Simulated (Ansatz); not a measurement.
A run for Ansatz (an electronic-structure program): U-CCSD(T)/def2-QZVPP on BeC+, 2S+1 = 4, a spin state set in the input, which need not be the lowest, a point of a bond scan (R = 1.587 Å). Charge +1. Files ending in .json are basis or fitting sets from the Basis Set Exchange.

Ansatz 0.2 input:
```yaml
crystal:
  periodic: [false, false, false]
  atoms:
    - {symbol: Be, position_ang: [0.00000000, 0.00000000, 0.00000000]}
    - {symbol: C, position_ang: [0.00000000, 0.00000000, 1.58703500]}
basis:
  gaussian:
    orbitals: def2-QZVPP.json
    pivot_positions_ang: [[0.00000000, 0.00000000, 0.00000000], [0.00000000, 0.00000000, 1.58703500]]
total_charge: 1
magnetization: {spin_polarized: true, initial_magnetization: 3}
correlation: {method: ccsd_t, electrons: valence}
output: {orbitals: {seedname: ./end}}
```

It printed:

```
WARN ansatz: RAYON_NUM_THREADS=1 ignored (pool sized by the plan → 1); use --threads N
Functional definition: HF
integrals: 0.14 GiB planned
636 factors; integrals over basis functions are off by at most 3.6e-4 eV
mean field: 0.16 GiB planned
mean field evaluation 1: about -1414.5692 eV, gradient 1.6e1 eV
mean field evaluation 2: about -1414.5694 eV, gradient 1.6e1 eV
mean field evaluation 4: about -1416.1952 eV, gradient 1.8e0 eV
mean field evaluation 8: about -1416.2971 eV, gradient 7.0e-2 eV
mean field evaluation 16: about -1416.2779 eV, gradient 7.5e-1 eV
mean field evaluation 32: about -1413.5143 eV, gradient 7.0e0 eV
mean field evaluation 64: about -1414.2968 eV, gradient 1.5e-2 eV
mean field -1416.29721547 eV, -52.0479626678 hartree, gradient 9.5e-7 eV, S^2 3.752321; 1 other end points of the search recorded, 0 dependent functions left out
determinant -1416.29721547 eV, -52.0479626678 hartree, with singles and doubles -1420.33635171 eV, -52.1963981867 hartree
determinant -1414.29750315 eV, -51.9744745954 hartree, with singles and doubles -1417.79967845 eV, -52.1031771641 hartree
1 core orbitals not correlated
reference -1416.29721547 eV, -52.0479626678 hartree; 5, 2 occupied and 87, 90 virtual orbitals, 636 factors
second order -3.46821547 eV of doubles, -0.00000000 eV of singles
coupled cluster: 0.40 GiB planned
cycle   1  -3.97358358 eV  change   -4.2e-1 eV  update   2.0e-2
cycle   2  -3.98775758 eV  change   -1.4e-2 eV  update   6.1e-3
cycle   3  -3.99275607 eV  change   -5.0e-3 eV  update   3.3e-3
cycle   4  -3.99596284 eV  change   -3.2e-3 eV  update   1.5e-3
cycle   5  -3.99707534 eV  change   -1.1e-3 eV  update   5.8e-4
cycle   6  -3.99728289 eV  change   -2.1e-4 eV  update   1.9e-4
cycle   7  -3.99732396 eV  change   -4.1e-5 eV  update   6.1e-5
cycle   8  -3.99733284 eV  change   -8.9e-6 eV  update   2.1e-5
cycle   9  -3.99732851 eV  change    4.3e-6 eV  update   8.1e-6
perturbative correction -0.12034080 eV, -0.0044224429 hartree
Total energy: -1420.41488479 eV, -52.1992842241 hartree
```

The run converged.

Cost: roughly 4 core-seconds.
